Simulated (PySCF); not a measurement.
Job file and geometry (Å, from GFN2-xTB) of an NMR shielding run on SMILES CCC[Si@@H](P)[Si](F)(F)F, C3H10F3PSi2, PySCF 2.14.0, density-fitted response routines, GIAO PBE0/pcSseg-1 NMR shielding, non-relativistic, gas phase; density fitting, a coarse starting grid and PySCF grid level 2 are the driver's defaults:

```
$ OMP_NUM_THREADS=1 python probes_run.py task.json out

{"job": {"kind": "nmr", "xc": "PBE0", "basis": "pcSseg-1"}, "charge": 0, "multiplicity": 1}
C      3.048595     0.053884     0.299792
C      1.739280    -0.219430    -0.429894
C      0.558494     0.483985     0.233163
Si    -1.089439     0.090843    -0.645424
P     -1.163967    -2.139741    -0.949061
Si    -2.834675     1.002332     0.521924
F     -2.692208     2.506031     1.020033
F     -4.204611     1.038390    -0.286130
F     -3.271460     0.253623     1.858315
H      3.874017    -0.456604    -0.190330
H      2.991959    -0.296010     1.328334
H      3.263128     1.120531     0.311934
H      1.551608    -1.297121    -0.447802
H      1.823505     0.113265    -1.466141
H      0.510428     0.177942     1.281977
H      0.737879     1.560809     0.233819
H     -1.081253     0.676068    -2.001760
H     -2.542206    -2.215570    -1.085547
H     -1.228877    -2.443978     0.405338
```

Q: Write the output of this run.

A: 
```
coarse grid: 17592 points
cycle   1  E = -1339.3123962861  dE =  7.189e-01  |g| = 9.312e-01  |ddm| = 3.901e+00
cycle   2  E = -1339.1468111176  dE =  1.656e-01  |g| = 1.395e+00  |ddm| = 1.572e+00
cycle   3  E = -1339.4650334993  dE = -3.182e-01  |g| = 5.024e-02  |ddm| = 9.608e-01
cycle   4  E = -1339.4654018498  dE = -3.684e-04  |g| = 3.121e-02  |ddm| = 7.099e-02
cycle   5  E = -1339.4656276841  dE = -2.258e-04  |g| = 5.832e-03  |ddm| = 3.072e-02
cycle   6  E = -1339.4656351990  dE = -7.515e-06  |g| = 2.006e-03  |ddm| = 7.791e-03
final grid: 157936 points
cycle   7  E = -1339.5349765056  dE = -4.407e-05  |g| = 8.175e-03  |ddm| = 2.642e-02
cycle   8  E = -1339.5349653170  dE =  1.119e-05  |g| = 1.040e-02  |ddm| = 1.697e-02
cycle   9  E = -1339.5349938284  dE = -2.851e-05  |g| = 5.112e-04  |ddm| = 9.831e-03
cycle  10  E = -1339.5349938809  dE = -5.251e-08  |g| = 1.939e-04  |ddm| = 7.267e-04
cycle  11  E = -1339.5349938902  dE = -9.287e-09  |g| = 4.024e-05  |ddm| = 2.036e-04
cycle  12  E = -1339.5349938905  dE = -3.124e-10  |g| = 1.228e-05  |ddm| = 3.846e-05
converged SCF energy = -1339.5349938905

GIAO shielding tensors (ppm)
atom      isotropic    diamagn.    paramagn.     s11        s22        s33       span
  0 C      166.378     245.032     -78.653    151.866    158.964    188.304     36.438
  1 C      162.788     249.635     -86.847    154.831    162.978    170.556     15.725
  2 C      172.056     256.948     -84.891    161.812    166.316    188.041     26.229
  3 Si     411.786     884.246    -472.460    368.983    407.038    459.336     90.353
  4 P      633.107     968.573    -335.466    551.517    616.447    731.357    179.840
  5 Si     391.838     874.555    -482.717    358.598    367.785    449.131     90.533
  6 F      301.024     469.935    -168.911    242.794    273.019    387.259    144.465
  7 F      299.211     466.220    -167.009    239.312    273.813    384.509    145.197
  8 F      303.233     469.631    -166.398    244.822    278.772    386.105    141.283
  9 H       30.296      27.331       2.965     25.282     27.419     38.187     12.905
 10 H       30.806      29.526       1.280     26.605     29.219     36.594      9.989
 11 H       30.679      29.020       1.660     26.433     28.784     36.821     10.388
 12 H       30.268      33.117      -2.849     22.868     32.328     35.607     12.738
 13 H       30.450      32.349      -1.899     24.870     30.831     35.650     10.780
 14 H       31.194      35.843      -4.648     26.438     31.327     35.819      9.381
 15 H       30.747      34.746      -3.999     25.132     30.617     36.493     11.361
 16 H       27.550      30.898      -3.348     24.551     25.244     32.855      8.305
 17 H       30.510      30.163       0.347     24.818     27.477     39.235     14.417
 18 H       30.755      31.746      -0.991     25.841     27.963     38.461     12.621
```

Q: Turn these shieldings into chemical shifts. Scale: $^{13}$C (σref 186.93) and $^{29}$Si (σref 349.16) and $^{1}$H (σref 31.72) against TMS; $^{31}$P (σref 318.38) vs H3PO4; $^{19}$F (σref 170.95) against CFCl3 (reference shieldings calculated alike).

A: Averaging equivalent atoms: C 1: 24.1; C 0: 20.5; C 2: 14.9; Si 5: -42.7; Si 3: -62.6; P 4: -314.7; F 6/7/8: -130.2; H 16: 4.17; H 12: 1.45; H 13: 1.27; H 9/10/11: 1.12; H 17/18: 1.08; H 15: 0.97; H 14: 0.52 ppm. Unscaled 19F shifts against computed CFCl3 carry errors that often reach 10 to 50 ppm. Experimental scales use liquid or dissolved standards, which lie at an offset from isolated H3PO4.

Size and cost of the density-fitted run: 224 basis functions, 83 s wall time on 1 thread of an Arm Neoverse N1, shared host; peak memory 1 GiB.
